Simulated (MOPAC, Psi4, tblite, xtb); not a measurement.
Dimer Cl2 ··· H2Se (SMILES ClCl and [SeH2]), singlet at R = 4.13 Å between the centres of mass, closest contact 3.04 Å (a random orientation, not optimised). Geometry in Å and degrees:

```
Se
H 1 1.4704
H 1 1.4704 2 91.29
Cl 2 3.0435 1 135.09 3 69.70
Cl 4 2.0135 2 76.04 1 99.89
```

GFN2-xTB (tblite); SAPT0/jun-cc-pVDZ, frozen core (Psi4); PBE/def2-TZVP, counterpoise-corrected (Psi4); PBE-D3(BJ)/def2-TZVP, counterpoise-corrected (Psi4); HF/aug-cc-pVTZ, counterpoise-corrected (Psi4); MP2/aug-cc-pVTZ = DF-MP2/aug-cc-pVTZ, frozen core, counterpoise-corrected (Psi4); SCS-MP2/aug-cc-pVTZ = DF-SCS-MP2/aug-cc-pVTZ, frozen core, counterpoise-corrected run with Psi4; PM6, restricted, heats of formation (MOPAC); PM3, restricted, heats of formation (MOPAC); GFN1-xTB (xtb).

Task: What interaction energy does each level give?

Result: 
```csv
method,E_int / kJ/mol
GFN2-xTB,-5.44
MP2/aug-cc-pVTZ,-4.60
PBE-D3(BJ)/def2-TZVP,-4.56
PM6,-3.12
GFN1-xTB,-2.77
SCS-MP2/aug-cc-pVTZ,-2.76
PM3,-1.78
SAPT0/jun-cc-pVDZ,-0.62
PBE/def2-TZVP,-0.61
HF/aug-cc-pVTZ,3.44
```
